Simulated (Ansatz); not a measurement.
Ansatz (an electronic-structure program) input:

Ansatz 0.2 input:
```yaml
crystal:
  periodic: [false, false, false]
  atoms:
    - {symbol: As, position_ang: [-0.00000000, 0.00000000, -0.00000000]}
    - {symbol: H, position_ang: [0.00688244, -0.00058830, 1.60544894]}
    - {symbol: H, position_ang: [-0.00688244, 0.00058830, -1.60544894]}
    - {symbol: H, position_ang: [1.53171662, 0.00083780, -0.00656605]}
    - {symbol: H, position_ang: [-0.76658177, 1.32609870, 0.00377221]}
    - {symbol: H, position_ang: [-0.76513484, -1.32693650, 0.00279384]}
basis:
  gaussian:
    orbitals: def2-TZVP
hamiltonian:
  xc: b3lyp
  dispersion: d3bj
phonons: {temperatures: {t_min: 298.15, t_max: 298.15, t_step: 100}}
```

**Question.** Predict the final energy.

**Answer.** -2238.80501 Eh (B3LYP-D3(BJ)/def2-TZVP). The basis has 78 functions.
